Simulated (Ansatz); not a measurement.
A structure relaxed at r2SCAN-D4/def2-SVP in Ansatz, charge 0, singlet:

```xyz
7

Sn    0.8204    0.5281   -2.6747
Sn   -1.5758   -0.8263    1.3412
Sn    1.3917   -1.6420    1.3565
Sn   -1.7203    2.1262    0.7404
Te   -1.7421    0.1806   -1.4367
Te    2.1930   -1.4287   -1.3705
Te    0.6331    1.0621    2.0436
```

(1) Give its formula.

(2) Summarise the bond lengths by kind (pairs closer than 1.2 times the sum of covalent radii, bridged metal pairs left out).

## Answers

(1) the cluster Sn₄Te₃.

(2) 8 × Sn–Te 2.72 to 2.99 Å.

In the def2 sets Sn, Te take a core potential; there is no spin–orbit coupling. The restricted singlet is unstable towards broken spin symmetry in Hartree–Fock (as tested in another run); at r2SCAN-D4/def2-SVP this wasn't settled. Another isomer (singlet) lies 1.22 eV lower at PBE0-D4/def2-TZVP; other spin states weren't run for this one.
